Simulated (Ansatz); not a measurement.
C2H6FNSn can be A, `C=[C](N)[SnH2][F]`, or B, `C=C(F)[NH][SnH3]`.

Program: Ansatz. Geometries: PBE0-D4/def2-TZVP. ΔE: electronic, gas phase. CCSD(T)/CBS is the MP2 limit (def2-TZVPP, def2-QZVPP) plus CCSD(T) − MP2 in def2-TZVPP, frozen cores. DFT in def2-TZVPP. B3LYP here is the variant with VWN-RPA as its local correlation; programs differ in this. Elements past krypton have def2 core potentials. For Sn outer-core shells are correlated without core-valence functions, which leaves a few kJ/mol of doubt a bond. One conformer a species, not always the lowest.

**Question.** Which is lower in electronic energy at CCSD(T)/CBS, and by how much? (Estimate.)

**Answer.** Computed: A, by 99.8 kJ/mol.

**Question.** Give E(B) − E(A) in kJ/mol with B2PLYP, B3LYP-D4, ωB97M-V, PBE0-D4, HF/def2-TZVPP, r2SCAN-D4, MP2/def2-TZVPP. (An estimate is asked.)

**Answer.** Ansatz gave: B2PLYP 92.2, B3LYP-D4 90.7, ωB97M-V 85.7, PBE0-D4 85.8, HF/def2-TZVPP 75.0, r2SCAN-D4 87.4, MP2/def2-TZVPP 95.9. None reverses the order clearly.

Largest T1 diagnostic: 0.014.

In def2-TZVPP, CCSD(T) changes the Hartree–Fock value by +12.9 kJ/mol (the triples alone add +2.0 kJ/mol) and MP2 by +20.9 kJ/mol. From PBE to PBE0 (25 % exact exchange), in def2-TZVPP and without D4, E(B) − E(A) moves by −5.5 kJ/mol.
